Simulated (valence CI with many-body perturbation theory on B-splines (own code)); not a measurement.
# Forbidden lines of Dy XXXIII

Calculated by relativistic CI+MBPT: six valence electrons over a frozen Dirac-Fock core [Ar] 3d10, a basis of 9 s, 9 p, 8 d, 6 f, 3 g, 1 h functions for each j, with the one-electron correlation potential Σ1, the two-electron term Σ2, the three-electron term Σ3, Breit, model QED; selected CI, second order for the rest, scaled by the run's own slope (own B-spline code, finite nucleus).

No measured spectrum was set against this ion. As an estimate, large intervals hold to a few tenths of a per cent, small ones and those within an open d or f shell to about a per cent. Among the levels kept, up to 640 cm⁻¹ of a level comes from second order outside the variational space, and about a tenth of that is noise between levels of different J, which matters for small intervals.

Lines 1 to 28 of 28 in falling wavelength, among levels below 1683000 cm⁻¹, chosen from the decays that carry over 1 % of a level's rate. Wavelengths and rates use the calculated energies. Electric multipoles are in the length gauge, E1 and E2 with the static RPA response of the core. Weak lines are less certain than strong ones. Lines between different terms over intervals too small for the method are left out, as are lines whose strength nearly cancels.

Levels are named by their leading jj configuration (3d3/2^4 stands for four electrons in 3d with j = 3/2), which in mixed levels can hold well under half, so a name can repeat and another be missing. Letters in brackets count levels of one name in rising energy.

| λ vac (Å) | Upper | Lower | Type | A (s⁻¹) | Branch % |
| --- | --- | --- | --- | --- | --- |
| 1706 | (4s^2 4p1/2^2 4p3/2^2) J=0 | (4s^2 4p1/2^2 4p3/2^2) J=2 | E2 | 4.02e+00 | 100.0 |
| 1362 | (4s^2 4p1/2^2 4p3/2 4d5/2) J=4 | (4s^2 4p1/2^2 4p3/2 4d3/2) J=3 | M1 | 5.16e+03 | 62.8 |
| 1192 | (4s^2 4p1/2 4p3/2^2 4d5/2) J=5 | (4s^2 4p1/2 4p3/2^2 4d3/2) J=4 | M1 | 6.84e+03 | 3.4 |
| 965.3 | (4s^2 4p1/2 4p3/2^2 4d5/2) J=4 [b] | (4s^2 4p1/2 4p3/2^2 4d3/2) J=3 [a] | M1 | 6.27e+03 | 3.2 |
| 417.7 | (4s^2 4p1/2 4p3/2^2 4d3/2) J=4 | (4s^2 4p1/2^2 4p3/2 4d5/2) J=3 | M1 | 1.14e+04 | 6.0 |
| 363.4 | (4s^2 4p1/2 4p3/2^2 4d5/2) J=4 [a] | (4s^2 4p1/2^2 4p3/2 4d5/2) J=3 | M1 | 1.99e+05 | 22.0 |
| 320.9 | (4s^2 4p1/2 4p3/2^2 4d5/2) J=4 [b] | (4s^2 4p1/2^2 4p3/2 4d5/2) J=3 | M1 | 7.02e+04 | 35.7 |
| 308.4 | (4s^2 4p1/2 4p3/2^2 4d3/2) J=4 | (4s^2 4p1/2^2 4p3/2 4d5/2) J=4 | M1 | 1.45e+04 | 7.6 |
| 299.6 | (4s^2 4p1/2 4p3/2^3) J=1 | (4s^2 4p1/2^2 4p3/2^2) J=0 | M1 | 2.65e+05 | 21.4 |
| 295.0 | (4s^2 4p1/2 4p3/2^2 4d5/2) J=4 [b] | (4s^2 4p1/2^2 4p3/2 4d5/2) J=2 | E2 | 2.73e+03 | 1.4 |
| 277.8 | (4s^2 4p1/2 4p3/2^2 4d5/2) J=4 [a] | (4s^2 4p1/2^2 4p3/2 4d5/2) J=4 | M1 | 6.58e+05 | 72.8 |
| 254.8 | (4s^2 4p1/2 4p3/2^3) J=1 | (4s^2 4p1/2^2 4p3/2^2) J=2 | M1 | 9.60e+05 | 77.5 |
| 254.8 | (4s^2 4p1/2 4p3/2^3) J=1 | (4s^2 4p1/2^2 4p3/2^2) J=2 | E2 | 1.39e+04 | 1.1 |
| 252.3 | (4s^2 4p1/2 4p3/2^2 4d5/2) J=4 [b] | (4s^2 4p1/2^2 4p3/2 4d5/2) J=4 | M1 | 9.48e+04 | 48.2 |
| 252.3 | (4s^2 4p1/2 4p3/2^2 4d5/2) J=4 [b] | (4s^2 4p1/2^2 4p3/2 4d5/2) J=4 | E2 | 8.50e+03 | 4.3 |
| 251.5 | (4s^2 4p1/2 4p3/2^2 4d3/2) J=4 | (4s^2 4p1/2^2 4p3/2 4d3/2) J=3 | M1 | 1.46e+05 | 76.7 |
| 251.5 | (4s^2 4p1/2 4p3/2^2 4d3/2) J=4 | (4s^2 4p1/2^2 4p3/2 4d3/2) J=3 | E2 | 1.16e+04 | 6.1 |
| 245.0 | (4s^2 4p1/2 4p3/2^2 4d5/2) J=5 | (4s^2 4p1/2^2 4p3/2 4d5/2) J=4 | M1 | 1.81e+05 | 88.9 |
| 245.0 | (4s^2 4p1/2 4p3/2^2 4d5/2) J=5 | (4s^2 4p1/2^2 4p3/2 4d5/2) J=4 | E2 | 1.20e+04 | 5.9 |
| 239.7 | (4s^2 4p3/2^4) J=0 | (4s^2 4p1/2 4p3/2^3) J=2 | E2 | 7.83e+04 | 2.6 |
| 236.2 | (4s^2 4p1/2 4p3/2^3) J=2 | (4s^2 4p1/2^2 4p3/2^2) J=2 | M1 | 6.22e+05 | 95.7 |
| 236.2 | (4s^2 4p1/2 4p3/2^3) J=2 | (4s^2 4p1/2^2 4p3/2^2) J=2 | E2 | 2.45e+04 | 3.8 |
| 230.7 | (4s^2 4p1/2 4p3/2^2 4d5/2) J=4 [a] | (4s^2 4p1/2^2 4p3/2 4d3/2) J=3 | M1 | 4.07e+04 | 4.5 |
| 229.6 | (4s^2 4p1/2 4p3/2^2 4d3/2) J=4 | (4s^2 4p1/2^2 4p3/2 4d3/2) J=2 [a] | E2 | 4.23e+03 | 2.2 |
| 223.1 | (4s^2 4p3/2^4) J=0 | (4s^2 4p1/2 4p3/2^3) J=1 | M1 | 2.88e+06 | 97.3 |
| 210.3 | (4s^2 4p1/2 4p3/2^2 4d5/2) J=4 [b] | (4s^2 4p1/2^2 4p3/2 4d3/2) J=2 [b] | E2 | 5.55e+03 | 2.8 |
| 92.86 | (4s^2 4p1/2 4p3/2^2 4d5/2) J=4 [b] | (4s^2 4p1/2 4p3/2^3) J=2 | M2 | 4.36e+03 | 2.2 |
| 90.59 | (4s^2 4p1/2^2 4p3/2 4d5/2) J=4 | (4s^2 4p1/2^2 4p3/2^2) J=2 | M2 | 3.03e+03 | 36.9 |
